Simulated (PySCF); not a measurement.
Delta-SCF ions had no search for a lower state. Excitations are Tamm–Dancoff values on a coarser integration grid. The basis has no diffuse functions, so Rydberg states are missing or too high.

Cartesian coordinates (Å):
```xyz
9

S     -2.3264     0.7485     0.4854
S     -0.9745    -0.6967     0.9605
C     -0.0957    -0.9298    -0.5983
S      0.9488     0.4453    -1.1222
S      2.4450     0.4047     0.2567
H     -1.5431     1.8308     0.6610
H     -0.8128    -1.0888    -1.4065
H      0.5126    -1.8278    -0.4700
H      1.8459     1.1137     1.2336
```
Charge 0, spin multiplicity 1.

Task: What is the computed vertical ionisation energy (Delta-SCF), T1 excitation (TDA) and S1 oscillator strength (PySCF 2.14.0 with PBE0-D3(BJ)/def2-TZVP)?

Result: 
```json
{
 "vertical ionisation energy (Delta-SCF)": "8.99 eV",
 "T1 excitation (TDA)": "4.08 eV",
 "S1 oscillator strength": "0.004"
}
```
